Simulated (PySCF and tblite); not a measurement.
Values are calculated unless marked as measured or tabulated.
Molecule: C6H12O, numbered as in [CH3:1][O:2][CH:3]1[CH2:4][CH2:5][CH2:6][CH2:7]1; H are named by their carrier, a and b as at the first point (Å):

```
C1      -2.588   -0.719    0.003
O2      -1.325   -0.840   -0.594
C3      -0.474    0.270   -0.378
C4       0.092    0.327    1.059
C5       1.593    0.552    0.894
C6       1.917   -0.222   -0.380
C7       0.750    0.129   -1.302
H1a     -2.523   -0.678    1.097
H1b     -3.107    0.181   -0.351
H1c     -3.155   -1.600   -0.291
H3      -1.035    1.189   -0.611
H4a     -0.083   -0.642    1.530
H4b     -0.382    1.100    1.663
H5a      2.162    0.205    1.755
H5b      1.800    1.613    0.748
H6a      2.880    0.050   -0.808
H6b      1.916   -1.291   -0.170
H7a      0.942    1.072   -1.813
H7b      0.558   -0.642   -2.046
```

The ring 3–4–5–6–7 is held at Altona–Sundaralingam phase angles P (ν_j = ν_max cos(P + 144°(j − 2)), ν_j about the bond from ring atom j to j + 1, counted from 0) and the rest relaxed at GFN2-xTB. Energies: PBE0/pcSseg-1 + D3(BJ). Couplings: B3LYP/6-31G* with H pcJ-1, gas phase, for ¹H. (tblite 0.8, PySCF 2.14.)

Task: How do the most sensitive couplings change along the phase angle P?

Result: 
```json
{"phase angle P °": "0", "³J(H6a,H7b)": "0.2", "³J(H4b,H5a)": "0.2", "³J(H5b,H6b)": "13.2", "³J(H4a,H5b)": "13.0", "³J(H6b,H7a)": "12.6"}
{"phase angle P °": "72", "³J(H6a,H7b)": "0.3", "³J(H4b,H5a)": "7.8", "³J(H5b,H6b)": "7.9", "³J(H4a,H5b)": "2.0", "³J(H6b,H7a)": "13.1"}
{"phase angle P °": "144", "³J(H6a,H7b)": "8.5", "³J(H4b,H5a)": "13.8", "³J(H5b,H6b)": "0.2", "³J(H4a,H5b)": "0.5", "³J(H6b,H7a)": "1.5"}
{"phase angle P °": "216", "³J(H6a,H7b)": "14.2", "³J(H4b,H5a)": "7.9", "³J(H5b,H6b)": "0.2", "³J(H4a,H5b)": "1.9", "³J(H6b,H7a)": "0.5"}
{"phase angle P °": "288", "³J(H6a,H7b)": "8.8", "³J(H4b,H5a)": "0.3", "³J(H5b,H6b)": "8.0", "³J(H4a,H5b)": "13.4", "³J(H6b,H7a)": "1.8"}
```
Values in Hz.

Task: Set ³J(H6a,H7b) against its H–C–C–H torsion.

Result: 84°: 0.2 Hz, 85°: 0.3 Hz, 136°: 8.8 Hz, 138°: 8.5 Hz, 168°: 14.2 Hz.

Task: With the energies 0.55, 0.41, 0.00, 0.86, 1.06 kcal/mol at these points, what are the Boltzmann averages at 298 K?

Result: ³J(H6a,H7b) 5.9, ³J(H4b,H5a) 8.6, ³J(H5b,H6b) 4.7, ³J(H4a,H5b) 4.1, ³J(H6b,H7a) 5.8 Hz, over these points alone; points not sampled, such as mirror images that interchange a and b, would even out couplings that symmetry makes equal.
